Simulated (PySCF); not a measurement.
Screening by computed properties: pick the candidate that meets the target.

Species are written as SMILES; each is one conformer at its optimised geometry, gas phase, non-relativistic unless stated. Electronic properties by PySCF.

The conformers computed, where there is a choice (atom-mapped SMILES and torsion angles):
- `[CH:1]#[C:2][SiH2:3]/[C:4](=[CH:5]/[CH3:6])[S@@:7]([CH3:8])=[O:9]`: C2–Si3–C4–C5 -68°, Si3–C4–S7–C8 -81°
- `[CH3:1][C@@H:2]([SH:3])[C@H:4]1[SiH2:5][CH:6]=[CH:7][C:8]1=[O:9]`: C1–C2–C4–Si5 171°, H–S3–C2–C1 59°
- `[CH3:1][CH2:2][Si@@H:3]([SH:4])[c:5]1[cH:6][cH:7][o:8][cH:9]1`: C1–C2–Si3–S4 -62°, C2–Si3–C5–C6 84°, H–S4–Si3–C2 172°
- `[CH3:1][CH2:2][Si@H:3]1[C:4](=[O:5])[CH:6]=[C:7]1[S:8][CH3:9]`: C1–C2–Si3–C4 -156°, C6–C7–S8–C9 -1°
- `[CH:1]#[C:2][SiH2:3]/[C:4](=[CH:5]/[S:6][CH3:7])[CH2:8][OH:9]`: C2–Si3–C4–C5 -10°, C4–C5–S6–C7 174°, Si3–C4–C8–O9 24°, H–O9–C8–C4 71°
- `[CH3:1][S:2][C:3]1=[CH:4][C:5]([O:6][SiH3:7])=[CH:8][CH2:9]1`: C1–S2–C3–C4 3°, C4–C5–O6–Si7 -179°
- `[CH3:1][S:2][C:3]1=[CH:4][CH:5]=[CH:6][O:7][CH2:8][SiH2:9]1`: C1–S2–C3–C4 136°

Problem. Wanted: dipole moment between 2.5 D and 4 D (PBE0/pcSseg-1) and HOMO–LUMO gap below 5 eV (PBE0/pcSseg-1), at GFN2-xTB geometries. Which candidate meets both?
A. `C1=CC(=O)[C@H]([SiH2]1)[C@H](S)C`
B. `CSC1=CC=COC[SiH2]1`
C. `C#C[SiH2]/C(=C/C)[S@@](C)=O`
D. `CSC1=CC(O[SiH3])=CC1`
E. `c1c(cco1)[Si@@H](CC)S`
F. `CC[Si@H]1C(=O)C=C1SC`
G. `C#C[SiH2]/C(=C/SC)CO`

Solution. A. Computed values:
```
                         species  dipole moment  HOMO–LUMO gap
            CSC1=CC(O[SiH3])=CC1         0.48 D        5.18 eV
              CSC1=CC=COC[SiH2]1         1.01 D        4.69 eV
           c1c(cco1)[Si@@H](CC)S         1.93 D        6.74 eV
            C#C[SiH2]/C(=C/SC)CO         3.00 D        5.99 eV
C1=CC(=O)[C@H]([SiH2]1)[C@H](S)C         3.35 D        4.85 eV
            CC[Si@H]1C(=O)C=C1SC         3.68 D        5.05 eV
     C#C[SiH2]/C(=C/C)[S@@](C)=O         4.21 D        5.53 eV
```
